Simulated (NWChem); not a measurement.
Species: Si3H6, singlet; SMILES [SiH3][Si][SiH3]

Results from NWChem. Pople sets run with spherical d functions. Low-valent species are run as closed-shell singlets; no triplet was tried in these runs. Each level has its own optimisation; frequencies are unscaled.

For level PBE0/def2-SVP:

* **highest harmonic frequency (cm⁻¹)**: 2224
* **lowest (cm⁻¹)**: 110
* **zero-point energy (kcal/mol)**: 30.6
* **dipole (D)**: 0.06

Q: What are these values for level Hartree-Fock/6-31G*?

A: highest harmonic frequency (cm⁻¹): 2364
lowest (cm⁻¹): 66
zero-point energy (kcal/mol): 33.3
dipole (D): 0.30
